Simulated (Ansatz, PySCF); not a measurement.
Noncovalent pair: H4SeSi (SMILES [SiH3][SeH]) (first 6 atoms) with HF (SMILES F); geometry from B3LYP-D3(BJ)/def2-TZVP, rigid monomers moved along the line of their centres of mass till Se2···H8 is 4.23 Å.
(charge 0, multiplicity 1):
```csv
atom,x (Å),y (Å),z (Å)
Si,0.6140,-1.3546,0.8601
Se,-0.4734,0.6838,0.9874
H,0.0502,-2.1599,-0.2427
H,2.0175,-0.9959,0.5795
H,0.4886,-2.0777,2.1396
H,-1.7522,0.0804,1.3975
F,1.4418,1.0890,5.7417
H,0.9908,1.1986,4.9245
```

Interaction energies are E(AB) − E(A) − E(B) at the monomers' geometry in the complex; basis-set methods are counterpoise corrected. Rows marked so take none.

Correlated levels freeze the cores. Filled d and f shells under p-block atoms count as core. CBS: X⁻³ extrapolation of the correlation energy, Hartree–Fock from the larger set. Rows in 6-31G* carry no dispersion term and start afresh at each structure (6-31G* with six Cartesian d functions); the Pople sets are all-electron and without relativity.

The values were computed with Ansatz (a quantum-chemistry and plane-wave program); PySCF for 6-31G* rows. 

```csv
level,interaction energy (kcal/mol)
HF/def2-SVPD,-1.04
B3LYP/def2-TZVPPD,-0.82
M06-2X/6-31G* (no counterpoise),[?]
wB97M-V/def2-TZVPPD,-1.02
MP2/def2-SVPD,-1.08
MP2/def2-TZVPPD,-0.99
SCS-MP2/def2-SVPD,-1.03
CCSD(T)/def2-TZVPPD,-0.97
"CCSD(T)/CBS(def2-SVPD, def2-TZVPPD)",-0.99
```

Problem. What belongs in the gaps?

Solution. 
- M06-2X/6-31G* (no counterpoise), interaction energy (kcal/mol): -1.15
